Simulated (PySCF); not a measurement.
Compound: C₄H₉AlN₂.
Structure used (PBE0-D3(BJ)/def2-SVP), in Å, numbered top down from 1:
```xyz
16
C4H9AlN2 angstrom
C      2.0200    1.1456    2.2087
C      1.5215    0.3290    1.1258
N      1.1230   -0.3231    0.2639
Al     0.3955   -1.5131   -1.2121
C     -1.5736   -1.4798   -0.7524
N     -2.4084   -0.5137   -0.7215
C     -1.9626    0.8028   -1.0772
H      2.9757    1.6054    1.9185
H      2.1746    0.5221    3.1011
H      1.2933    1.9371    2.4425
H      1.1111   -2.8910   -0.8160
H      0.9411   -0.7211   -2.4943
H     -2.0253   -2.4516   -0.4593
H     -2.1062    1.4853   -0.2210
H     -2.5956    1.1994   -1.8888
H     -0.9032    0.8649   -1.4072
```

Level of theory: PySCF, TDDFT CAM-B3LYP/def2-SVPD, vertical, gas phase, core orbitals frozen in the response. Note that the optimisation stopped short of convergence; the values belong to its last geometry.

Kohn–Sham orbitals with the atoms that hold most of them (Löwdin shares over 4%, at most four atoms; ? is withheld):

```json
{"orbital": "HOMO-3", "ε (eV)": "-10.20", "atoms": "Al4 23%, N6 17%, H12 16%, C5 14%"}
{"orbital": "HOMO-2", "ε (eV)": "-9.21", "atoms": "N6 36%, C5 29%, C7 12%, H14 5%"}
{"orbital": "HOMO-1", "ε (eV)": "-8.71", "atoms": "?"}
{"orbital": "HOMO", "ε (eV)": "-7.02", "atoms": "N6 44%, C5 21%, Al4 11%, C7 8%"}
{"orbital": "LUMO", "ε (eV)": "?", "atoms": "?"}
{"orbital": "LUMO+1", "ε (eV)": "0.07", "atoms": "N3 34%, C2 33%, C1 14%, H9 7%"}
{"orbital": "LUMO+2", "ε (eV)": "0.15", "atoms": "C1 32%, C2 23%, H8 12%, H10 9%"}
```

(1) Which atoms hold the HOMO-1, and with what shares?

(2) Which atoms hold the LUMO, and with what shares?

(3) What is the LUMO energy, and the HOMO–LUMO gap?

Results:

(1) Al4 (bonded to C, N and 2 H) 34%; H11 (bonded to Al) 27%; H12 (bonded to Al) 24%; C5 (bonded to Al, N and H) 4%. By element: hydrogen 51% or more, aluminium 34%, carbon 4% or more.

(2) N3 (bonded to Al and C) 31%; C2 (bonded to C and N) 31%; C1 (bonded to C and 3 H) 14%; Al4 (bonded to C, N and 2 H) 5%. By element: carbon 44% or more, nitrogen 31% or more, aluminium 5%.

(3) ε(LUMO) = 0.03 eV; the gap is 7.05 eV (0.2589 hartree).

Question: How does S1 compare with the orbital gap of 7.05 eV?

Answer: S1 is at 3.74 eV (f = 0.0020), 3.30 eV below the gap, made of HOMO→LUMO+3 (62%), HOMO→LUMO (24%). 

Question: Give energy, strength and leading configuration of S2 and S5, and follow the Löwdin shares of the leading atoms from the occupied to the empty orbital.

Answer: 
- S2 (4.70 eV, f 0.0080), HOMO→LUMO+1 (90%): N6 44% → at most 7%, C5 21% → at most 7%, N3 at most 8% → 34%, C2 at most 8% → 33%
- S5 (5.96 eV, f 0.0065), HOMO-1→LUMO (78%): Al4 34% → 5%, H11 27% → at most 5%, N3 at most 5% → 31%, C2 at most 5% → 31%

The run took 76 s wall on one thread of an Intel Xeon Platinum 8488C, no GPU, shared host with 96 logical CPUs at a one-minute load of 46, and the process peaked at 1.0 GiB of memory.

One conformer stands for the species.
